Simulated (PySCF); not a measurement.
# Molecular orbitals of ZnSi⁺

UHF at R = 2.536 Å; PySCF, no relativity, basis sets Zn def2-SVP, Si def2-SVP. State: ²Π (doublet), unpaired electrons π ↑. Only the outer orbitals are listed, counted within each symmetry.

| spin | orbital | occ. | ε (eV) | on Zn (%) | main shells (%) |
| --- | --- | --- | --- | --- | --- |
| α | 9σ | 1 | -28.31 | 99 | 99 Zn d |
| α | 4π | 1 | -28.30 | 100 | 100 Zn d |
| α | 1δ | 1 | -28.28 | 100 | 100 Zn d |
| α | 4π | 1 | -28.28 | 100 | 100 Zn d |
| α | 1δ | 1 | -28.28 | 100 | 100 Zn d |
| α | 10σ | 1 | -22.07 | 10 | 89 Si s |
| α | 11σ | 1 | -14.24 | 67 | 66 Zn s, 23 Si p, 9 Si s |
| α | 5π | 1 | -13.72 | 3 | 97 Si p |
| α | 12σ | 0 | -5.50 | 55 | 47 Si p, 33 Zn s, 22 Zn p |
| α | 5π | 0 | -5.44 | 8 | 92 Si p |
| α | 6π | 0 | -1.09 | 95 | 95 Zn p |
| β | 9σ | 1 | -28.30 | 99 | 99 Zn d |
| β | 4π | 1 | -28.27 | 100 | 100 Zn d |
| β | 1δ | 1 | -28.26 | 100 | 100 Zn d |
| β | 1δ | 1 | -28.26 | 100 | 100 Zn d |
| β | 4π | 1 | -28.25 | 100 | 100 Zn d |
| β | 10σ | 1 | -20.34 | 16 | 83 Si s, 11 Zn s |
| β | 11σ | 1 | -14.12 | 49 | 47 Zn s, 38 Si p, 12 Si s |
| β | 12σ | 0 | -5.32 | 68 | 49 Zn s, 34 Si p, 18 Zn p |
| β | 5π | 0 | -5.09 | 8 | 91 Si p, 8 Zn p |
| β | 5π | 0 | -3.93 | 14 | 85 Si p, 14 Zn p |

Task: Which are the highest filled and the lowest empty level, where do they sit, and how wide is the gap?

Result: Highest filled α 5π at -13.72 eV (in %: 97 Si p); lowest empty α 12σ at -5.50 eV (in %: 47 Si p, 33 Zn s, 22 Zn p); the gap at UHF is 8.22 eV.

The bond order (Mayer) is 0.92 and the ⟨S²⟩ is 0.797. The charge on Zn (Mulliken, basis-dependent) is 0.59 and the charge on Zn (Löwdin, basis-dependent) is 0.66. The dipole moment (positive dipole points towards Si; it is taken about the centre of mass and depends on that origin) is -0.52 D, the polarisability along the bond is 101.0 bohr³ and the polarisability across the bond is 34.0 bohr³.

The state is the lowest determinant that a PBE0 search found; another state may lie lower at other levels.
